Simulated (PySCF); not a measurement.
Vibration and rotation of EuO

UHF constants of EuO, octet, about 7.0 electrons in the 4f shell (Mulliken) (PySCF, spin-free X2C with a Gaussian nucleus, basis sets Eu x2c-TZVPall, O x2c-TZVPall; masses 152.9212 and 15.9949 u):

| Quantity | Value |
| --- | --- |
| ωe | 724.9 cm⁻¹ |
| ωexe | 2.41 cm⁻¹ |
| Be | 0.32372 cm⁻¹ |
| αe | 0.00123 cm⁻¹ |

Question: What force constant and bond length do these constants imply?

Answer: Reduced mass μred = 14.480 u; k = 5.8918×10⁻⁷·μred·ωe² (u, cm⁻¹, mdyn/Å) = 4.48 mdyn/Å; Re = √(16.8576/(μred·Be)) (u, cm⁻¹, Å) = 1.896 Å.

Question: Estimate the centrifugal constant D from the Kratzer relation and find the Dunham coefficient a1.

Answer: D = 4Be³/ωe² = 2.58e-07 cm⁻¹; a1 = −1 − αeωe/(6Be²) = -2.42.

These are scalar-relativistic numbers at best; spin–orbit coupling would shift them, the dissociation energy most. Hartree–Fock leaves out correlation, which carries a large part of most bond energies and some tenths to 1 eV of ionisation energies. With d or f electrons several states lie close, and the lowest PBE0 determinant need not be the measured ground state.
